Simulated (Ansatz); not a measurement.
Coupled-cluster diagnostics for [SnCl3]- (SnCl3⁻), Ansatz.

Geometry of the singlet (PBE-D4/def2-SVPD):

```xyz
4

Sn    0.4916    0.6689    0.3995
Cl   -1.0801    1.2702   -1.5057
Cl   -1.1296   -0.6793    1.8193
Cl    1.7181   -1.2598   -0.7131
```

In the def2 sets Sn takes a core potential; there is no spin–orbit coupling. Correlated methods freeze 19 core orbitals; core or outer-core shells of Sn are correlated, in sets that lack core-valence functions.

Task: Estimate the CCSD(T) correlation energy, the shares of MP2 and (T), T1 and the reference's ⟨S²⟩ for: charge -1, singlet, own geometry in def2-TZVPPD; and the rough time on 4 threads of Arm Neoverse V2 on a shared host.

Result: 
```tsv
state	basis	correlation (eV)	MP2 share (%)	(T) share (%)	T1	⟨S²⟩ (pure)	wall time
charge -1, singlet, own geometry	def2-TZVPPD	-26.234	92.5	4.0	0.013	0.00 (0.00)	66 s
```
Customary marks for T1 are 0.02 (closed shells), 0.045 (open shells) and about 0.05 (3d metals). T1 stays under 0.02 throughout.
